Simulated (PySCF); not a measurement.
C₂H₁₂Si₄, SMILES [SiH3][SiH]1C[SiH2][SiH2]C1. Geometry optimised at PBE-D3(BJ)/def2-SVP. The structure was generated by enumeration, and PubChem lists no compound with its InChIKey, so it may never have been made. The values are those of a single conformer.

Computed equilibrium geometry at PBE-D3(BJ)/def2-SVP (PySCF confirms it by a frequency run) as a Z-matrix, and its point group (one conformer of several):
point group Cs.
```
Si
H 1 1.5108
C 1 1.9068 2 108.60
H 3 1.1091 1 112.28 2 -52.76
H 3 1.1116 4 107.55 1 119.31
C 1 1.9068 2 108.60 3 113.77
H 6 1.1091 1 112.28 2 52.76
H 6 1.1116 7 107.55 1 -119.31
Si 3 1.9138 4 112.13 5 119.54
H 9 1.5067 3 110.17 4 32.51
H 9 1.5074 10 108.11 3 123.06
Si 6 1.9138 7 112.13 8 -119.54
H 12 1.5067 6 110.17 7 -32.51
H 12 1.5074 13 108.11 6 -123.06
Si 1 2.3534 2 109.61 3 -123.12
H 15 1.5072 1 111.52 2 60.63
H 15 1.5072 16 108.34 1 123.09
H 15 1.5086 16 108.07 17 116.87
```
Charge 0, spin multiplicity 1.
